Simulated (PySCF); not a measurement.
Species: C3H10GeNP.
Bonds: N1–Ge2, Ge2–P3, Ge2–C4, C4–C5, C5–C6, Ge2–C6. Hydrogens: H7, H8 on N1; H9, H10 on P3; H11, H12 on C4; H13, H14 on C5; H15, H16 on C6.

A GFN2-xTB structure was refined with PBE0-D3(BJ)/def2-SVP geometry optimisation, gas phase (PySCF). Its GFN2-xTB values:

```
  coordinate  GFN2-xTB
      N1–Ge2   1.839 Å
       N1–H7   1.010 Å
      Ge2–P3   2.340 Å
      Ge2–C4   2.022 Å
      Ge2–C6   2.035 Å
       P3–H9   1.387 Å
       C4–C5   1.541 Å
      C4–H11   1.088 Å
      C4–H12   1.087 Å
      C5–H13   1.090 Å
      C5–H14   1.090 Å
   N1–Ge2–P3    104.8°
   N1–Ge2–C4    110.7°
   N1–Ge2–C6    117.8°
   Ge2–C4–C5     90.9°
   P3–Ge2–C4    125.4°
   P3–Ge2–C6    122.4°
   C4–Ge2–C6     73.9°
    C4–C5–C6    104.7°
N1–Ge2–C4–C5      116°
N1–Ge2–C6–C5     -107°
Ge2–C4–C5–C6       -2°
C4–C5–C6–Ge2        2°
```

Question: How do these coordinates change at the PBE0-D3(BJ)/def2-SVP level?

Answer: 
```json
{"coordinate": "Ge2–C4", "PBE0-D3(BJ)/def2-SVP (Å or °)": "1.975", "change": "-0.047"}
{"coordinate": "Ge2–C6", "PBE0-D3(BJ)/def2-SVP (Å or °)": "1.989", "change": "-0.046"}
{"coordinate": "P3–H9", "PBE0-D3(BJ)/def2-SVP (Å or °)": "1.429", "change": "+0.042"}
{"coordinate": "Ge2–P3", "PBE0-D3(BJ)/def2-SVP (Å or °)": "2.322", "change": "-0.018"}
{"coordinate": "C4–H12", "PBE0-D3(BJ)/def2-SVP (Å or °)": "1.103", "change": "+0.016"}
{"coordinate": "C5–H13", "PBE0-D3(BJ)/def2-SVP (Å or °)": "1.103", "change": "+0.013"}
{"coordinate": "C5–H14", "PBE0-D3(BJ)/def2-SVP (Å or °)": "1.103", "change": "+0.013"}
{"coordinate": "C4–H11", "PBE0-D3(BJ)/def2-SVP (Å or °)": "1.099", "change": "+0.011"}
{"coordinate": "C4–C5", "PBE0-D3(BJ)/def2-SVP (Å or °)": "1.548", "change": "+0.007"}
{"coordinate": "N1–H7", "PBE0-D3(BJ)/def2-SVP (Å or °)": "1.016", "change": "+0.006"}
{"coordinate": "N1–Ge2", "PBE0-D3(BJ)/def2-SVP (Å or °)": "1.834", "change": "-0.005"}
{"coordinate": "P3–Ge2–C6", "PBE0-D3(BJ)/def2-SVP (Å or °)": "114.0", "change": "-8.4"}
{"coordinate": "N1–Ge2–C4", "PBE0-D3(BJ)/def2-SVP (Å or °)": "117.5", "change": "+6.8"}
{"coordinate": "N1–Ge2–C6", "PBE0-D3(BJ)/def2-SVP (Å or °)": "124.1", "change": "+6.3"}
{"coordinate": "P3–Ge2–C4", "PBE0-D3(BJ)/def2-SVP (Å or °)": "119.5", "change": "-5.9"}
{"coordinate": "Ge2–C4–C5", "PBE0-D3(BJ)/def2-SVP (Å or °)": "88.0", "change": "-2.9"}
{"coordinate": "C4–C5–C6", "PBE0-D3(BJ)/def2-SVP (Å or °)": "102.7", "change": "-2.0"}
{"coordinate": "C4–Ge2–C6", "PBE0-D3(BJ)/def2-SVP (Å or °)": "75.2", "change": "+1.3"}
{"coordinate": "N1–Ge2–P3", "PBE0-D3(BJ)/def2-SVP (Å or °)": "105.3", "change": "+0.5"}
{"coordinate": "N1–Ge2–C6–C5", "PBE0-D3(BJ)/def2-SVP (Å or °)": "-130", "change": "-23"}
{"coordinate": "N1–Ge2–C4–C5", "PBE0-D3(BJ)/def2-SVP (Å or °)": "138", "change": "+22"}
{"coordinate": "Ge2–C4–C5–C6", "PBE0-D3(BJ)/def2-SVP (Å or °)": "-22", "change": "-20"}
{"coordinate": "C4–C5–C6–Ge2", "PBE0-D3(BJ)/def2-SVP (Å or °)": "22", "change": "+20"}
```

The energy falls by 4.3 kcal/mol over 21 energy and gradient evaluations, the largest force component goes from 0.0177 to 3.1e-04 Eh/bohr, and the atoms move by 0.410 Å rms after alignment. Among the bonds, Ge2–C4 and Ge2–C6 change most and about equally (-0.047 to -0.046 Å). Bonds longer at the end by more than 0.005 Å: 12 of 16; shorter: 4. Among the dihedrals that turn most is H13–C5–C6–H15, from 5° to 36°. Rotational constants go from 3075, 1430, 1219 to 2708, 1646, 1289 MHz.

The run used 156 basis functions and 140 SCF cycles in all. Hardware: one thread, Arm Neoverse V2 (aarch64), no GPU, shared host. Cost: 2.7 min, 0.67 GiB resident at most.

Not checked by PBE0-D3(BJ)/def2-SVP frequencies. One conformer, not necessarily the lowest.
